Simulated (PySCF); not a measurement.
SMILES c1c[se]c(Sc2ccncc2)c1 (C9H7NSSe), GFN2-xTB optimised geometry.

```
19

C      0.21    -2.89     0.00
C     -1.15    -2.89     0.00
Se    -1.87    -1.18     0.00
C     -0.08    -0.57     0.05
S      0.35     1.13    -0.01
C     -0.39     1.77     1.46
C     -0.77     0.97     2.54
C     -1.33     1.59     3.64
N     -1.52     2.90     3.73
C     -1.14     3.65     2.71
C     -0.58     3.15     1.56
C      0.80    -1.61     0.02
H      0.79    -3.79     0.00
H     -1.79    -3.75     0.00
H     -0.62    -0.10     2.52
H     -1.64     1.01     4.50
H     -1.31     4.71     2.83
H     -0.29     3.79     0.74
H      1.87    -1.45     0.03
```

Density from PySCF 2.14.0 with CAM-B3LYP/def2-SVP at that geometry.

Minimum of the electron density along straight lines between bonded atoms, close to the bond critical point (lines longer than 1.1 times the sum of covalent radii, or with two minima, are not listed):

```csv
bond,length / Å,ρ at the minimum / e bohr⁻³,∇²ρ there / e bohr⁻⁵,position (fraction from the first atom)
C1–C2,1.358,0.326,-0.83,0.49
C2–Se3,1.854,0.175,-0.20,0.49
Se3–C4,1.886,0.165,-0.18,0.51
C4–S5,1.759,0.201,-0.43,0.48
S5–C6,1.772,0.199,-0.42,0.52
C6–C7,1.389,0.311,-0.79,0.51
C7–C8,1.386,0.316,-0.82,0.50
C8–N9,1.321,0.355,-1.05,0.35
N9–C10,1.323,0.353,-1.07,0.65
C6–C11,1.392,0.310,-0.79,0.51
C10–C11,1.384,0.317,-0.83,0.50
C1–C12,1.414,0.298,-0.76,0.50
C4–C12,1.362,0.324,-0.82,0.51
C1–H13,1.077,0.284,-1.10,0.64
C2–H14,1.075,0.284,-1.12,0.65
C7–H15,1.080,0.285,-1.11,0.64
C8–H16,1.082,0.288,-1.14,0.64
C10–H17,1.082,0.288,-1.14,0.64
C11–H18,1.078,0.284,-1.10,0.64
C12–H19,1.076,0.285,-1.12,0.64
```
